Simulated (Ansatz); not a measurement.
# Energy profile

The step: GeBrCl + HCl → GeCl₂ + HBr; bonds formed: Ge1–Cl5, Br2–H3; bonds broken: Ge1–Br2, H3–Cl5 (atoms numbered as in the saddle structure below).

```xyz
5
angstrom
Ge -0.1355 0.8659 -0.9378
Br 0.0420 -1.7933 -0.6345
H 0.8283 -0.8446 0.4359
Cl -2.0181 1.1525 0.1259
Cl 1.2833 0.6196 1.0106
```

Electronic energies by CCSD(T) at an estimated basis limit (MP2 extrapolated from triple and quadruple zeta, plus CCSD(T) − MP2 in triple zeta), on PBE0-D4/def2-TZVP structures; GeHBrCl2, closed shell; no counterpoise correction. Computed with Ansatz 0.2.0 (basis: def2-TZVPP and def2-QZVPP); correlated methods freeze the cores. Filled d shells of the heavier atoms are correlated. The def2 sets are not built for correlating such inner shells, so the correlated values are less sure here. Extrapolation: Hartree–Fock as exp(−7.88 √X), correlation as X^−2.97.

Task: Give the profile in kcal/mol, counted from the separated reactants. (Judge from chemistry; the value comes from the calculation.)

Result: By the calculation:
```tsv
point	kcal/mol
separated: GeBrCl (linked as [Cl][Ge][Br]; Ge1, Br2, Cl4; singlet) + HCl (H3, Cl5; singlet)	0.00
start structure	-4.40
saddle	4.74
end structure	-2.58
separated: GeCl2 (linked as [Cl][Ge][Cl]; Ge1, Cl4, Cl5; singlet) + HBr (Br2, H3; singlet)	2.12
```

T1 diagnostic: at most 0.013.

For scale, one of the runs: CCSD(T)/def2-TZVPP, 194 basis functions, launched by `ansatz run in.yaml --threads 4 --pin off --events-out ev --progress --plain --max-ram 9574MiB`. Time: 31 s of wall clock on 4 CPU threads of an AMD EPYC 9R45; the host was shared. Peak host memory: 2.2 GiB.
